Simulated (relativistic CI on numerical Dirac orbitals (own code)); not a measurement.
Method of calculation: Dirac-Coulomb-Breit CI, separate exchange-only KLI orbitals for each configuration, a model potential for QED, unscaled Slater integrals (own radial code, finite nucleus).

The strongest absorption lines from the ground level of an ion, among the configurations computed and to levels below about 265 eV (vacuum wavelength in nm, gf): 6.6376 (2.3), 6.9395 (0.68), 7.0329 (6.1), 7.1165 (0.68), 7.2406 (9.4), 7.3171 (0.76), 9.1836 (0.5), 9.4359 (0.42).

(1) Which ion is it?
A. Eu27+
B. Tb27+
C. Ho29+
D. Eu25+

Answers

(1) D. Eu25+ has 38 electrons and the ground level 4s²4p⁶4d² ³F2; the strongest line goes to 4s²4p⁶4d4f ³G°3. The pattern of lines fixes the number of electrons, and along that sequence the line energies rise steadily with the charge (about as its square where n changes within one kind of shell, about linearly where n is kept but much faster in heavy ions where fine structure, which grows about as Z⁴, sets the gap, and irregularly where shells cross), which fixes Z. Configurations outside the model, such as inner-shell arrays, can give stronger lines. At this charge energies of transitions that change n are usually good to better than 1 %, and those within a shell (Δn = 0) to a few per cent. Terms inside the open d or f shell come out 10 to 20 % too wide with unscaled integrals.

LS names give the leading component of a level, which can be under half, so a name can repeat, a term be missing and a line seem to break the LS rules.
